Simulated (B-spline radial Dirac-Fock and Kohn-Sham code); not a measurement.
**Satellites and hypersatellites of the K lines of Os**

System: neutral osmium in the configuration [Xe] 4f14 5d5 6s2 6p1 (not the ground configuration).

These are calculated numbers from a radial B-spline solver; the model is ΔSCF Dirac-Fock with Breit, self-energy and vacuum polarisation, finite nucleus, configuration average. Each two-hole energy is an average over J within one jj subconfiguration, not an observable level; in light atoms, where LS coupling holds, the j-resolved values are not observed lines, and for a K spectator the Kα1 hypersatellite is nearly forbidden. Correlation energy is missing from these numbers.

Lines without a spectator: Kα2 (K-L2) 61480.9 eV, Kα1 (K-L3) 62994.8 eV, Kβ3 (K-M2) 71070.2 eV, Kβ1 (K-M3) 71404.3 eV. Shifts in eV with one spectator hole (a dash: not computed, or left out as unreliable):

| spectator hole | Kα2 | Kα1 | Kβ3 | Kβ1 |
| --- | --- | --- | --- | --- |
| K (1s) | +1021.7 | +1103.7 | +1324.0 | +1343.1 |
| L2 (2p1/2) | +131.7 | +178.7 | – | +336.4 |
| L3 (2p3/2) | +96.7 | +107.2 | +248.8 | – |
| M2 (3p1/2) | – | +28.48 | +54.0 | +64.1 |
| M3 (3p3/2) | +14.99 | – | +44.9 | +45.7 |
| M4 (3d3/2) | +4.97 | +1.59 | – | – |
| M5 (3d5/2) | -0.58 | +3.63 | – | – |
